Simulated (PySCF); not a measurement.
C3H8BCl, SMILES ClBC(C)C. Atoms are numbered in the order given.

```xyz
13

B     -0.5104     0.7417     0.2550
Cl     0.6622     1.6837    -0.6536
H     -1.2721     1.3701     0.9508
C     -0.5979    -0.8199     0.1325
C     -0.8978    -1.4726     1.4933
C      0.5609    -1.5052    -0.5968
H     -1.5167    -0.9315    -0.4873
H     -1.1104    -2.5481     1.3786
H     -0.0341    -1.3805     2.1732
H     -1.7635    -1.0063     1.9894
H      0.7321    -1.0669    -1.5914
H      0.3687    -2.5831    -0.7243
H      1.4993    -1.3990    -0.0273
```
Charge 0, spin multiplicity 1.

Geometry: ωB97X-D3(BJ)/def2-SVP. Other conformers were not sampled.

These are M06-2X/def2-TZVP (PySCF) values and carry that method's errors.

Gas-phase values at a fixed geometry.

Computed frontier levels, gap, dipole moment and polarisability:
```json
{
 "highest_occupied_level": "-9.45 eV",
 "lowest_empty_level": "-0.34 eV",
 "orbital_gap": "9.10 eV",
 "dipole_moment": "1.36 D",
 "quadrupole, principal values (traceless, Buckingham form, about the centre of nuclear charge)": "-2.26, -0.12, 2.38 D·Å",
 "mean_static_polarisability": "62.4 bohr³ (9.25 Å³)",
 "polarisability_principal_values": "51.6, 61.7, 74.0 bohr³"
}
```
